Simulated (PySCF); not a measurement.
## SnCl₂ + 2 HCl → SnH₂ + 2 Cl₂

Level: PBE0 in the def2-TZVP basis family, computed in PySCF with density fitting; scalar-relativistic core potentials for atoms from Rb on, none lighter, no spin–orbit coupling; open shells unrestricted.

| species | state and structure | ZPE (kJ/mol) | H(298 K) − H(0) (kJ/mol) | S° (J/(mol K)) |
| --- | --- | --- | --- | --- |
| SnCl₂ | singlet, C2v, Sn–Cl 2.363 Å (×2); Cl–Sn–Cl 98.6° | 4.9 | 13.6 | 305.7 |
| HCl | singlet, C∞v, H–Cl 1.279 Å | 17.9 | 8.7 | 186.6 |
| SnH₂ | singlet, C2v, Sn–H 1.773 Å (×2); H–Sn–H 90.6° | 25.5 | 10.1 | 229.6 |
| Cl₂ | singlet, D∞h, Cl–Cl 1.982 Å | 3.5 | 9.1 | 222.5 |

Question: Is the gas-phase reaction uphill or downhill in electronic energy at this level, and by how much?

Answer: At PBE0/def2-TZVP, ΔE = 633.1 kJ/mol, uphill. 

Question: Add zero-point, thermal and entropy terms for 298.15 K and 1 bar.

Answer: ΔZPE = -8.2 and Δ[H(298) − H(0)] = -2.7 kJ/mol give ΔH° = 622.2 kJ/mol. ΔS° = -4.3 J/(mol K), so ΔG° = 622.2 − 298.15 × (-0.0043) = 623 kJ/mol.

Only the bonding shown was studied: isomers, or loss of a ligand pair, can lie lower.
